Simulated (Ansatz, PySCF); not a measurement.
This triplet is an excited state, 0.79 eV above the relaxed singlet at the level frozen-core CCSD(T)/cc-pVTZ // PBE0-D3(BJ)/def2-TZVP (Ansatz, an electronic-structure program).

Z-matrix (Å, degrees):
```
Si
N 1 1.7098
H 2 1.0062 1 123.40
H 2 1.0078 3 112.79 1 179.67
Al 1 2.3770 2 123.69 3 -178.31
H 5 1.5815 1 115.60 2 -179.75
H 5 1.5892 6 126.02 1 -179.24
```
Charge 0, spin multiplicity 3.

Task: Give the total energy, dipole moment and highest occupied spin orbital at the level PBE0-D3(BJ)/def2-TZVP (PySCF).

Result: 
The total energy is -588.7579 Ha, the dipole moment is 2.68 D and the highest occupied spin orbital comes out as -4.96 eV.
